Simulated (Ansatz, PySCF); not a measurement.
C5H10Si, SMILES C=C[SiH2]/C=C/C.

The structure is a stationary point at B3LYP-D3(BJ)/def2-SVP. The structure was generated by enumeration; whether it is a known compound was not checked. Other conformers were not sampled.

Vertical ionisation energy (IE) and electron affinity (EA) in eV. Rows of orbital energies are one-electron estimates. Where ΔSCF, EOM or ADC give a negative EA the extra electron is unbound and the value depends on the basis.

```json
[
 {"level": "−ε(HOMO), −ε(LUMO), PBE0/def2-TZVP (PySCF)", "IE": "___", "EA": "___"},
 {"level": "−ε(HOMO), −ε(LUMO), PBE/def2-TZVP (PySCF)", "IE": "6.32", "EA": "1.53"},
 {"level": "ΔSCF, PBE0/def2-SVPD (Ansatz), final states of multiplicity 2 and 2", "IE": "9.20", "EA": "-1.03"},
 {"level": "ΔSCF, PBE/def2-SVPD (Ansatz), final states of multiplicity 2 and 2", "IE": "8.93", "EA": "-0.81"}
]
```

Task: Fill in the missing entries. (Estimate from the structure and the level; the computed values follow.)

Result: 
- −ε(HOMO), −ε(LUMO), PBE0/def2-TZVP (PySCF), IE: 7.41
- −ε(HOMO), −ε(LUMO), PBE0/def2-TZVP (PySCF), EA: 0.54

Task: What vertical singlet–triplet gap does ΔSCF give with PBE0/def2-SVPD (Ansatz, a program for electronic structure) and with PBE/def2-SVPD (Ansatz)? (The exact figures need the calculation; the answer reports its results.)

Result: 4.09 and 4.16 eV (triplet above singlet where positive).
